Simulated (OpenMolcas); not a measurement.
**Ionisation energies of europium**

| Property | Result |
| --- | --- |
| Program | OpenMolcas 26.06 |
| Basis | ANO-RCC-VTZP [8s7p5d3f2g1h] |
| Scalar Hamiltonian | DKH2, point nucleus |
| Spin-orbit coupling | RASSI with atomic mean-field integrals over the reference wave functions, term energies averaged over their components |

Active shells in each charge state: the valence f shell, with orbitals averaged over the low states. Where CASPT2's correlated closed shells are named, they are those of the first ion.

A. CASSCF
B. SS-CASPT2, IPEA 0.25 Eh, imaginary shift 0.1 Eh (closed shells correlated: 5s 5p)
C. SS-CASPT2, IPEA 0.25 Eh, imaginary shift 0.1 Eh (closed shells correlated: 4d 5s 5p)
D. SS-CASPT2, IPEA 0 Eh, imaginary shift 0.1 Eh (closed shells correlated: 5s 5p)

Energies in eV between the lowest computed levels, named as in B; reference values from the NIST Atomic Spectra Database with their kind.

```csv
From,To,A,B,C,D,Spin-orbit share in B,Reference
Eu2+ 4f⁷ ⁸S°_7/2,Eu3+ 4f⁶ ⁷F₀,22.535,25.600,25.650,25.987,-0.356,24.840 (semi-empirical)
Eu3+ 4f⁶ ⁷F₀,Eu4+ 4f⁵ ⁶H°_5/2,40.863,43.098,43.050,43.142,-0.227,42.940 (semi-empirical)
```

The lowest level within the active space need not be the ion's true ground level.

° marks odd parity.
